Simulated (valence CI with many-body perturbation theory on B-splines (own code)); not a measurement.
## E1 line list for Dy LXI

Calculated by relativistic CI+MBPT: four valence electrons over a frozen Dirac-Fock core [He], a basis of 11 s, 11 p, 10 d, 8 f, 5 g, 2 h functions for each j, with the one-electron correlation potential Σ1 (screened to all orders), the two-electron term Σ2, the three-electron term Σ3, Breit, model QED; selected single and double excitations, second order for the rest, scaled by the run's own slope (own B-spline code, finite nucleus).

The last digits are not significant, and no measured levels were compared; by estimate large intervals hold to a few tenths of a per cent, small ones and those within an open d or f shell to about a per cent. Among the levels kept, up to 930 cm⁻¹ of a level comes from second order outside the variational space, and about a tenth of that is noise between levels of different J, which matters for small intervals.

Lines 201 to 250 of 552 in falling wavelength, among levels below 10640 eV, chosen from the strongest by gf and those to the six lowest levels. Wavelengths and rates use the calculated energies. Electric multipoles are in the length gauge, E1 and E2 with the static RPA response of the core. Weak lines are less certain than strong ones. Lines between different terms over intervals too small for the method are left out, as are lines whose strength nearly cancels. The highest levels of a list are the least certain.

Levels are named by their leading jj configuration (3d3/2^4 stands for four electrons in 3d with j = 3/2), which in mixed levels can hold well under half, so a name can repeat and another be missing. Letters in brackets count levels of one name in rising energy.

| λ vac (Å) | Upper | Lower | A (s⁻¹) | S (a.u.) with core polarisation | S without |
| --- | --- | --- | --- | --- | --- |
| 10.91 | (2p1/2 2p3/2^2 3s) J=1 [b] | (2s 2p1/2 2p3/2 3s) J=2 [c] | 3.64e+12 | 7.01e-03 | 7.02e-03 |
| 10.91 | (2s 2p1/2 2p3/2 3p1/2) J=1 [c] | (2s^2 2p1/2 3p1/2) J=0 | 4.11e+12 | 7.90e-03 | 7.91e-03 |
| 10.90 | (2s 2p1/2 2p3/2 3d5/2) J=3 [d] | (2s^2 2p1/2 3d5/2) J=3 | 3.86e+12 | 1.73e-02 | 1.73e-02 |
| 10.90 | (2p1/2^2 2p3/2 3d3/2) J=2 | (2s 2p1/2^2 3d3/2) J=2 | 1.47e+12 | 4.71e-03 | 4.71e-03 |
| 10.89 | (2p1/2 2p3/2^2 3p1/2) J=1 [b] | (2s 2p1/2 2p3/2 3p1/2) J=2 [c] | 3.80e+12 | 7.28e-03 | 7.29e-03 |
| 10.88 | (2s 2p1/2 2p3/2 3d5/2) J=2 [c] | (2s^2 2p1/2 3d5/2) J=2 | 3.00e+12 | 9.53e-03 | 9.54e-03 |
| 10.88 | (2s 2p1/2 2p3/2 3d5/2) J=2 [d] | (2s^2 2p1/2 3d5/2) J=3 | 3.34e+12 | 1.06e-02 | 1.06e-02 |
| 10.87 | (2s 2p3/2^2 3p3/2) J=0 | (2s^2 2p3/2 3p3/2) J=1 | 6.40e+12 | 4.06e-03 | 4.07e-03 |
| 10.87 | (2s 2p1/2 2p3/2 3s) J=2 [c] | (2s^2 2p1/2 3s) J=1 | 3.65e+12 | 1.16e-02 | 1.16e-02 |
| 10.87 | (2p1/2 2p3/2^2 3p1/2) J=1 [b] | (2s 2p1/2 2p3/2 3p1/2) J=1 [b] | 2.12e+12 | 4.03e-03 | 4.04e-03 |
| 10.87 | (2s 2p1/2 2p3/2 3p3/2) J=1 [c] | (2s^2 2p1/2 3p3/2) J=1 | 2.68e+12 | 5.08e-03 | 5.09e-03 |
| 10.87 | (2s 2p1/2 2p3/2 3d5/2) J=1 [c] | (2s^2 2p1/2 3d5/2) J=2 | 4.09e+12 | 7.77e-03 | 7.78e-03 |
| 10.87 | (2s 2p3/2^2 3d3/2) J=2 [b] | (2s^2 2p3/2 3d3/2) J=1 | 1.72e+12 | 5.44e-03 | 5.45e-03 |
| 10.86 | (2p1/2^2 2p3/2 3s) J=2 | (2s 2p1/2^2 3s) J=1 | 1.95e+12 | 6.17e-03 | 6.18e-03 |
| 10.86 | (2s 2p1/2 2p3/2 3s) J=1 [c] | (2s^2 2p1/2 3s) J=0 | 3.65e+12 | 6.93e-03 | 6.94e-03 |
| 10.86 | (2s 2p1/2 2p3/2 3p3/2) J=2 [d] | (2s^2 2p1/2 3p3/2) J=2 | 3.41e+12 | 1.08e-02 | 1.08e-02 |
| 10.85 | (2p1/2^2 2p3/2 3p1/2) J=2 | (2s 2p1/2^2 3p1/2) J=1 | 2.53e+12 | 7.96e-03 | 7.97e-03 |
| 10.85 | (2p1/2^2 2p3/2 3d3/2) J=2 | (2s 2p1/2^2 3d3/2) J=1 | 1.35e+12 | 4.24e-03 | 4.25e-03 |
| 10.84 | (2p1/2^2 2p3/2 3d5/2) J=3 | (2s 2p1/2^2 3d5/2) J=2 | 1.21e+12 | 5.33e-03 | 5.34e-03 |
| 10.84 | (2s 2p3/2^2 3s) J=1 [b] | (2s^2 2p3/2 3s) J=1 | 5.88e+12 | 1.11e-02 | 1.11e-02 |
| 10.84 | (2s 2p3/2^2 3d5/2) J=3 [c] | (2s^2 2p3/2 3d5/2) J=2 | 1.74e+12 | 7.67e-03 | 7.68e-03 |
| 10.83 | (2p1/2^2 2p3/2 3d3/2) J=3 | (2s 2p1/2^2 3d3/2) J=2 | 2.52e+12 | 1.11e-02 | 1.11e-02 |
| 10.83 | (2p1/2 2p3/2^2 3p3/2) J=1 [c] | (2s 2p1/2 2p3/2 3p3/2) J=2 [c] | 2.51e+12 | 4.72e-03 | 4.72e-03 |
| 10.83 | (2s 2p3/2^2 3s) J=1 [a] | (2s^2 2p3/2 3s) J=2 | 3.37e+12 | 6.33e-03 | 6.34e-03 |
| 10.83 | (2s 2p3/2^2 3d3/2) J=1 [c] | (2s^2 2p3/2 3d3/2) J=0 | 2.33e+12 | 4.37e-03 | 4.38e-03 |
| 10.82 | (2s 2p1/2 2p3/2 3d3/2) J=1 [c] | (2s^2 2p1/2 3d3/2) J=2 | 3.24e+12 | 6.09e-03 | 6.10e-03 |
| 10.82 | (2s 2p3/2^2 3p1/2) J=1 [b] | (2s^2 2p3/2 3p1/2) J=2 | 3.47e+12 | 6.50e-03 | 6.51e-03 |
| 10.81 | (2s 2p3/2^2 3p3/2) J=3 [b] | (2s^2 2p3/2 3p3/2) J=3 | 4.96e+12 | 2.17e-02 | 2.17e-02 |
| 10.81 | (2p1/2 2p3/2^2 3p3/2) J=2 [c] | (2s 2p1/2 2p3/2 3p3/2) J=3 [c] | 2.48e+12 | 7.73e-03 | 7.74e-03 |
| 10.81 | (2s 2p3/2^2 3d5/2) J=4 [b] | (2s^2 2p3/2 3d5/2) J=4 | 4.46e+12 | 2.50e-02 | 2.51e-02 |
| 10.81 | (2s 2p3/2^2 3d3/2) J=3 [b] | (2s^2 2p3/2 3d3/2) J=3 | 4.17e+12 | 1.82e-02 | 1.82e-02 |
| 10.80 | (2s 2p3/2^2 3p3/2) J=2 [b] | (2s^2 2p3/2 3p3/2) J=3 | 4.48e+12 | 1.39e-02 | 1.40e-02 |
| 10.80 | (2s 2p3/2^2 3p1/2) J=2 [b] | (2s^2 2p3/2 3p1/2) J=2 | 5.79e+12 | 1.80e-02 | 1.80e-02 |
| 10.80 | (2s 2p1/2 2p3/2 3p3/2) J=1 [d] | (2s^2 2p1/2 3p3/2) J=2 | 2.61e+12 | 4.88e-03 | 4.88e-03 |
| 10.80 | (2s 2p3/2^2 3p1/2) J=1 [a] | (2s^2 2p3/2 3p1/2) J=1 | 5.75e+12 | 1.07e-02 | 1.08e-02 |
| 10.80 | (2s 2p3/2^2 3d3/2) J=1 [b] | (2s^2 2p3/2 3d3/2) J=2 | 3.35e+12 | 6.25e-03 | 6.26e-03 |
| 10.80 | (2p1/2 2p3/2^2 3s) J=2 [b] | (2s 2p1/2 2p3/2 3s) J=2 [b] | 2.13e+12 | 6.62e-03 | 6.63e-03 |
| 10.78 | (2s 2p3/2^2 3d5/2) J=3 [b] | (2s^2 2p3/2 3d5/2) J=4 | 4.53e+12 | 1.96e-02 | 1.96e-02 |
| 10.77 | (2s 2p3/2^2 3d5/2) J=2 [c] | (2s^2 2p3/2 3d5/2) J=3 | 2.51e+12 | 7.73e-03 | 7.74e-03 |
| 10.76 | (2p1/2 2p3/2^2 3d3/2) J=2 [b] | (2s 2p1/2 2p3/2 3d3/2) J=2 [b] | 1.57e+12 | 4.83e-03 | 4.83e-03 |
| 10.76 | (2s 2p3/2^2 3d3/2) J=2 [b] | (2s^2 2p3/2 3d3/2) J=2 | 2.58e+12 | 7.94e-03 | 7.96e-03 |
| 10.76 | (2s 2p3/2^2 3d5/2) J=2 [b] | (2s^2 2p3/2 3d5/2) J=2 | 1.29e+12 | 3.98e-03 | 3.98e-03 |
| 10.76 | (2s 2p1/2 2p3/2^2) J=0 | (2s^2 2p1/2 2p3/2) J=1 | 3.45e+12 | 2.12e-03 | 2.12e-03 |
| 10.75 | (2p1/2 2p3/2^2 3p1/2) J=3 | (2s 2p1/2 2p3/2 3p1/2) J=3 | 2.56e+12 | 1.10e-02 | 1.10e-02 |
| 10.75 | (2s 2p3/2^2 3d3/2) J=2 [c] | (2s^2 2p3/2 3d3/2) J=3 | 2.72e+12 | 8.34e-03 | 8.35e-03 |
| 10.75 | (2p1/2 2p3/2^2 3d3/2) J=4 | (2s 2p1/2 2p3/2 3d3/2) J=4 | 2.33e+12 | 1.28e-02 | 1.29e-02 |
| 10.75 | (2p1/2^2 2p3/2 3d3/2) J=1 | (2s 2p1/2^2 3d3/2) J=1 | 2.59e+12 | 4.75e-03 | 4.76e-03 |
| 10.74 | (2s 2p3/2^2 3s) J=2 [b] | (2s^2 2p3/2 3s) J=2 | 5.48e+12 | 1.68e-02 | 1.68e-02 |
| 10.74 | (2s 2p1/2 2p3/2^2) J=1 [a] | (2s^2 2p1/2 2p3/2) J=2 | 4.51e+11 | 8.27e-04 | 8.28e-04 |
| 10.74 | (2p1/2^2 2p3/2 3d5/2) J=1 | (2s 2p1/2^2 3d5/2) J=2 | 3.11e+12 | 5.71e-03 | 5.72e-03 |
